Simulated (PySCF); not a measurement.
C4F5 (SMILES FC1=[C]C(F)(F)C1(F)F), doublet, geometry from GFN2-xTB; DF-CAMB3LYP/def2-SVPD in PySCF.

Input for PySCF:
```python
from pyscf import gto, scf, dft

mol = gto.Mole()
mol.atom = '''
    F     2.529282   -0.243934   -0.307296
    C     1.239407   -0.405074   -0.224078
    C     0.362090   -1.382000   -0.390721
    C    -0.871561   -0.579725   -0.064962
    F    -1.556118   -0.926496    1.027296
    F    -1.756604   -0.392689   -1.046600
    C     0.155569    0.607324    0.141282
    F    -0.004415    1.636879   -0.701629
    F     0.197517    1.099225    1.387215
'''
mol.basis = 'def2-svpd'
mol.charge = 0
mol.spin = 1
mol.verbose = 4
mol.build()

mf = dft.UKS(mol)
mf.xc = 'camb3lyp'
mf = mf.density_fit(auxbasis='def2-universal-jkfit')
mf.kernel()
```

It wrote (shortened):

```
PySCF version 2.14.0

[INPUT] verbose = 4
[INPUT] num. atoms = 9
[INPUT] num. electrons = 69
[INPUT] charge = 0
[INPUT] spin (= nelec alpha-beta = 2S) = 1
[INPUT] symmetry False subgroup None
[INPUT] Mole.unit = angstrom
[INPUT] Symbol           X                Y                Z      unit          X                Y                Z       unit  Magmom
[INPUT]  1 F      2.529282000000  -0.243934000000  -0.307296000000 AA    4.779650271792  -0.460968452470  -0.580705279174 Bohr   0.0
[INPUT]  2 C      1.239407000000  -0.405074000000  -0.224078000000 AA    2.342139786869  -0.765478920182  -0.423446050540 Bohr   0.0
[INPUT]  3 C      0.362090000000  -1.382000000000  -0.390721000000 AA    0.684250932444  -2.611601504149  -0.738355681116 Bohr   0.0
[INPUT]  4 C     -0.871561000000  -0.579725000000  -0.064962000000 AA   -1.647011590852  -1.095521477563  -0.122760388504 Bohr   0.0
[INPUT]  5 F     -1.556118000000  -0.926496000000   1.027296000000 AA   -2.940636837506  -1.750823695505   1.941308088861 Bohr   0.0
[INPUT]  6 F     -1.756604000000  -0.392689000000  -1.046600000000 AA   -3.319500469315  -0.742074662129  -1.977787361970 Bohr   0.0
[INPUT]  7 C      0.155569000000   0.607324000000   0.141282000000 AA    0.293982803472   1.147676028875   0.266984286331 Bohr   0.0
[INPUT]  8 F     -0.004415000000   1.636879000000  -0.701629000000 AA   -0.008343140840   3.093253009052  -1.325886651052 Bohr   0.0
[INPUT]  9 F      0.197517000000   1.099225000000   1.387215000000 AA    0.373253034946   2.077234199275   2.621456425889 Bohr   0.0

nuclear repulsion = 481.595825352414
number of shells = 77
number of NR pGTOs = 285
number of NR cGTOs = 195
basis = def2-svpd
ecp = {}

******** <class 'pyscf.df.df_jk.DFUKS'> ********
method = DFUKS
initial guess = minao
damping factor = 0
level_shift factor = 0
DIIS = <class 'pyscf.scf.diis.CDIIS'>
diis_start_cycle = 1
diis_space = 8
diis_damp = 0
SCF conv_tol = 1e-09
SCF conv_tol_grad = None
SCF max_cycles = 50
direct_scf = False
number electrons alpha = 35  beta = 34
XC library pyscf.dft.libxc version 7.1.2
    S. Lehtola, C. Steigemann, M. J. T. Oliveira, and M. A. L. Marques,  SoftwareX 7, 1–5 (2018)
XC functionals = camb3lyp
    T. Yanai, D. P. Tew, and N. C. Handy,  Chem. Phys. Lett. 393, 51 (2004)
radial grids:
    Treutler-Ahlrichs [JCP 102, 346 (1995); DOI:10.1063/1.469408] (M4) radial grids

becke partition: Becke, JCP 88, 2547 (1988); DOI:10.1063/1.454033
pruning grids: <function nwchem_prune>
grids dens level: 3
symmetrized grids: False
atomic radii adjust function: <function treutler_atomic_radii_adjust>
small_rho_cutoff = 0
Set gradient conv threshold to 3.16228e-05
tot grids = 127784
******** <class 'pyscf.df.df.DF'> ********
auxbasis = def2-universal-jkfit
Create RSH-DF object <pyscf.df.df.DF object> for omega=0.33
******** <class 'pyscf.df.df.DF'> ********
auxbasis = auxmol.basis = def2-universal-jkfit
init E= -652.541728758113

cycle= 1 E= -650.599973527515  delta_E= 1.94  |g|= 0.781  |ddm|= 2.81
cycle= 2 E= -650.443890002868  delta_E= 0.156  |g|=  1.1  |ddm|= 1.66
cycle= 3 E= -650.83482437703  delta_E= -0.391  |g|= 0.0618  |ddm|= 0.874
cycle= 4 E= -650.836559524078  delta_E= -0.00174  |g|= 0.0299  |ddm|= 0.135
cycle= 5 E= -650.837138277815  delta_E= -0.000579  |g|= 0.0142  |ddm|= 0.0579
cycle= 6 E= -650.837320284967  delta_E= -0.000182  |g|= 0.00564  |ddm|= 0.0368
cycle= 7 E= -650.837387745329  delta_E= -6.75e-05  |g|= 0.00317  |ddm|= 0.02
cycle= 8 E= -650.837417542336  delta_E= -2.98e-05  |g|= 0.00159  |ddm|= 0.0141
cycle= 9 E= -650.837427289354  delta_E= -9.75e-06  |g|= 0.000909  |ddm|= 0.00901
cycle= 10 E= -650.837430404932  delta_E= -3.12e-06  |g|= 0.000516  |ddm|= 0.00538
cycle= 11 E= -650.837431301487  delta_E= -8.97e-07  |g|= 0.00029  |ddm|= 0.00328
cycle= 12 E= -650.83743145138  delta_E= -1.5e-07  |g|= 0.000123  |ddm|= 0.00126
cycle= 13 E= -650.837431477826  delta_E= -2.64e-08  |g|= 8.11e-05  |ddm|= 0.000488
cycle= 14 E= -650.837431482722  delta_E= -4.9e-09  |g|= 3.82e-05  |ddm|= 0.000153
cycle= 15 E= -650.837431484153  delta_E= -1.43e-09  |g|= 2.21e-05  |ddm|= 0.000119
cycle= 16 E= -650.837431484735  delta_E= -5.82e-10  |g|= 6.78e-06  |ddm|= 7.24e-05
Extra cycle  E= -650.837431484763  delta_E= -2.82e-11  |g|= 6.52e-06  |ddm|= 1.9e-05
converged SCF energy = -650.837431484763  <S^2> = 0.76023543  2S+1 = 2.0102094
```
